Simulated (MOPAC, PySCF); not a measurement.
C2H12Si5, SMILES `[Si]([SiH3])([SiH3])([SiH2]C#C)[SiH3]` (C–Si–Si–Si torsion 180°), neutral singlet in the gas phase. 

Cartesian coordinates (Å):
```xyz
19

C      3.4585    -1.4344     0.3443
C      2.3397    -1.6101    -0.1030
Si     0.6242    -1.7703    -0.7315
Si    -0.5178     0.1676    -0.0763
Si    -2.7381     0.0980    -0.8174
Si     0.5982     2.0066    -1.0024
Si    -0.4374     0.2931     2.2609
H      4.4497    -1.2874     0.7360
H      0.6507    -1.9021    -2.2194
H     -0.0073    -2.9910    -0.1457
H     -3.4378    -1.0892    -0.2360
H     -2.7799    -0.0006    -2.3092
H     -3.4591     1.3382    -0.3950
H      0.6167     1.8916    -2.4934
H     -0.0997     3.2750    -0.6261
H      2.0037     2.0559    -0.4975
H      0.9835     0.3677     2.7179
H     -1.1667     1.5094     2.7365
H     -1.0811    -0.9179     2.8572
```
Charge 0, spin multiplicity 1.

All levels are single points at this geometry (PBE0-D3(BJ)/def2-SVP); Pople sets use spherical d functions. Orbital energies aren't observables, and empty levels follow the basis.

HF/3-21G in PySCF gives HOMO (eV) = -10.00.

### Question
Estimate the HOMO (eV) from each of these levels: PBE0-D3(BJ)/def2-TZVP in PySCF; BP86/6-31G* in PySCF; PBE/6-31G* in PySCF; SVWN5/6-31G* in PySCF; PM3 in MOPAC.

### Answer

| level | HOMO (eV) |
|---|---|
| PBE0-D3(BJ)/def2-TZVP in PySCF | -7.66 |
| BP86/6-31G* in PySCF | -6.48 |
| PBE/6-31G* in PySCF | -6.39 |
| SVWN5/6-31G* in PySCF | -6.47 |
| PM3 in MOPAC | -9.13 |
